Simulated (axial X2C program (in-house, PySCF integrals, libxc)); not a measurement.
# Which molecule has these constants?

Calculated with an axial X2C code built on PySCF integrals, spin-free (one-electron X2C) or two-component (2c: spin–orbit coupling with atomic mean-field Coulomb and Gaunt terms, which also bring small scalar terms), in Dyall basis sets with cores contracted in-house; open shells are unrestricted.

A two-component PBE0 calculation in a Dyall 3-zeta basis gave Re = 1.909 Å, ωe = 765.7 cm⁻¹, De = 3.51 eV, dipole magnitude 0.50 D, Ω = 3/2.

**Question.** Which molecule is it?
A. SiB
B. AlSi
C. InSi
D. GaSi
E. TlSi

**Answer.** A. The others have TlSi 2.636 Å and 233.3 cm⁻¹ (Ω = 3/2); InSi 2.609 Å and 260.2 cm⁻¹ (Ω = 3/2); AlSi 2.423 Å and 377.0 cm⁻¹ (Ω = 3/2); GaSi 2.418 Å and 299.8 cm⁻¹ (Ω = 3/2).

Each entry is the lowest single determinant of a limited PBE0 search at one distance. De goes to single-determinant-based atoms at the same level (for ions the charge split of lowest energy) and is withheld (n/a) where an atom does not fit its ground term or J level. Main or longest-lived isotopes. One determinant is a doubtful description, or other states lie close, for SiB, TlSi, InSi, AlSi, GaSi; these need not be ground states, and all values refer to the states named. With several unpaired electrons the Ω given is that of one determinant, not necessarily of the lowest component. Some light 2c atoms are not at their ground J level, so De misses part of their lowering (0.04 eV or less). The functionals have no current term, which raises determinants with orbital currents.
